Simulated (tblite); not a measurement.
Compound: C6H8OP2.
Atom-mapped SMILES: `[CH3:1][O:2][c:3]1[p:4][cH:5][cH:6][c:7]([CH3:8])[p:9]1` (hydrogens: H10, H11, H12 on C1; H13 on C5; H14 on C6; H15, H16, H17 on C8)

Computed with GFN2-xTB (tblite), gas phase: L-BFGS steps from a force-field or distance-geometry start until the largest atomic force falls under 0.01 eV/Å.

Geometry at step 10:
```
atom  x, y, z in Å
C1      3.5034    0.1724   -0.0151
O2      2.3618    0.9608    0.2103
C3      1.1678    0.3070    0.2557
P4      1.1570   -1.4284    0.0150
C5     -0.5293   -1.7776    0.0583
C6     -1.5876   -0.9273    0.2782
C7     -1.5649    0.4410    0.4982
C8     -2.8811    1.1479    0.6836
P9     -0.1385    1.4450    0.5548
H10     3.8534   -0.2674    0.9221
H11     3.3165   -0.6303   -0.7376
H12     4.2674    0.8258   -0.4198
H13    -0.7274   -2.8310   -0.1076
H14    -2.5616   -1.3919    0.2821
H15    -3.5324    0.5724    1.3406
H16    -2.7301    2.1424    1.1011
H17    -3.3814    1.2510   -0.2801
```

Problem. What forces act on the atoms?

Solution. 
```
atom  Fx (eV/Å)  Fy (eV/Å)  Fz (eV/Å)
  C1      0.090      0.124      0.013
  O2     -0.080     -0.086     -0.111
  C3     -0.010     -0.133     -0.015
  P4      0.010      0.088      0.061
  C5     -0.001     -0.024      0.037
  C6     -0.088     -0.065     -0.039
  C7      0.165     -0.016      0.018
  C8      0.132     -0.056      0.007
  P9      0.141     -0.048     -0.049
 H10     -0.009     -0.093      0.040
 H11     -0.036      0.083     -0.015
 H12      0.155      0.222      0.029
 H13     -0.169      0.028      0.048
 H14     -0.252     -0.055     -0.026
 H15     -0.002      0.060      0.001
 H16     -0.030     -0.045     -0.020
 H17     -0.016      0.015      0.020
```

The largest, 0.27 eV/Å, acts on H12; the rms over all components is 0.085 eV/Å. The forces sum to zero within rounding, as they must for an isolated molecule in no field.

Problem. Give the force on H12 in Eh/bohr and in nN.

Solution. 0.272 eV/Å ÷ 51.422 = 0.00530 Eh/bohr, and 0.272 eV/Å × 1.602 = 0.44 nN.

Problem. How far is this geometry from the end of the optimisation?

Solution. 0.084 eV above it, and 0.220 Å rms away after alignment. The bonds farthest from their final lengths, with half the difference of the two atoms' forces along the bond (positive lengthens):

```csv
bond,now (Å),final (Å),force along bond (eV/Å)
P4–C5,1.723,1.734,+0.02
C3–P4,1.752,1.745,-0.11
C6–H14,1.079,1.085,+0.07
C1–H12,1.084,1.089,+0.05
C3–P9,1.758,1.754,-0.03
C7–P9,1.745,1.741,-0.02
```

The angle farthest from its final value is O2–C3–P9, 110.3° against 108.0°.

What follows is the cost of the whole relaxation. Hardware: one thread, Arm Neoverse V2 (aarch64), shared host. Cost: 0.61 s wall.
